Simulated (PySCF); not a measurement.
## Radial density of Zn(2+) (zinc, charge +2)

MN15, [Ar] 3d10, closed-shell 1S. All numbers are calculated (PySCF 2.14, no relativity, point nucleus, in pcseg-2).

```
r (bohr)  4πr²ρ (e/bohr)
0.000989          0.2133
 0.00166          0.5799
 0.00280           1.532
 0.00471           3.867
 0.00791           9.025
  0.0133           18.49
  0.0224           30.58
  0.0377           36.21
  0.0634           30.27
   0.107           33.56
   0.179           40.83
   0.301           22.11
   0.507           23.72
   0.853           16.66
    1.43           3.526
    2.41          0.2921
    4.06        0.005832
```
